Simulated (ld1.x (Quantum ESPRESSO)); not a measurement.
# nitrogen: excitation energies, all-electron against PAW

* Element: nitrogen (N)
* Generator: ld1.x (Quantum ESPRESSO) 7.5
* Type: PAW
* Functional: revPBE
* Relativity: scalar-relativistic
* Frozen core: [He]
* Valence charge: 5
* Reference configuration: 2s2 2p3
* Partial waves: 2s (bound): rcut 0.55, rcutus 0.75 bohr; 2s channel at -0.15 Ry: rcut 0.55, rcutus 0.75 bohr; 2p (bound): rcut 1.95, rcutus 2.20 bohr; 2p channel at 4.5 Ry: rcut 1.95, rcutus 2.20 bohr
* Local potential: all-electron potential smoothed inside 1.40 bohr (lloc = -1)
* Core correction: a·sin(br)/r model core inside 0.35 bohr
* Augmentation charge: BESSEL, radius 0.60 bohr

Energies are relative to the spin-unpolarised reference configuration 2s2 2p3; without spin polarisation the order of configurations can differ from experiment. The frozen-core shift is the all-electron ΔE with the core orbitals held at their reference shape minus the fully relaxed ΔE.

```json
{"valence configuration": "2s2 2p2", "charge": "+1", "ΔE all-electron (eV)": "13.536", "error AE − PS (meV)": "+7.0", "frozen-core shift (meV)": "+0.1"}
{"valence configuration": "2s2 2p1", "charge": "+2", "ΔE all-electron (eV)": "42.321", "error AE − PS (meV)": "+41", "frozen-core shift (meV)": "+2.0"}
{"valence configuration": "2s2 2p0", "charge": "+3", "ΔE all-electron (eV)": "89.295", "error AE − PS (meV)": "+154", "frozen-core shift (meV)": "+11"}
{"valence configuration": "2s0 2p5", "charge": "0", "ΔE all-electron (eV)": "23.204", "error AE − PS (meV)": "-0.3", "frozen-core shift (meV)": "+1.4"}
{"valence configuration": "2s2 2p2.5", "charge": "+0.5", "ΔE all-electron (eV)": "5.066", "error AE − PS (meV)": "+1.3", "frozen-core shift (meV)": "0.0"}
{"valence configuration": "2s1 2p4", "charge": "0", "ΔE all-electron (eV)": "11.594", "error AE − PS (meV)": "+11", "frozen-core shift (meV)": "+0.4"}
```

(1) What are ΔE and the potential's error for 2s2 2p3.3?

Answers

(1) ΔE = -1.603 eV all-electron; the error (AE − PS) is +0.4 meV.
